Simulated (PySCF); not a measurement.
C3H3BF2O, SMILES FB(F)C1=CCO1.

Geometry: PBE-D3(BJ)/def2-SVP. The structure was generated by enumeration, and PubChem lists no compound with its InChIKey, so it may never have been made. One conformer was computed; it need not be the lowest.

Vertical ionisation energy (IE) and electron affinity (EA) in eV. Rows of orbital energies are one-electron estimates. Where ΔSCF, EOM or ADC give a negative EA the extra electron is unbound and the value depends on the basis.

```
level                                           IE    EA
--------------------------------------------  ----  ----
−ε(HOMO), −ε(LUMO), r2SCAN/def2-TZVP (PySCF)   ___   ___
−ε(HOMO), −ε(LUMO), PBE/def2-TZVP (PySCF)     5.92  2.50
```

Question: Some entries are withheld; supply them. (The exact figures need the calculation; the answer reports its results.)

Answer: 
- −ε(HOMO), −ε(LUMO), r2SCAN/def2-TZVP (PySCF), IE: 6.15
- −ε(HOMO), −ε(LUMO), r2SCAN/def2-TZVP (PySCF), EA: 2.34
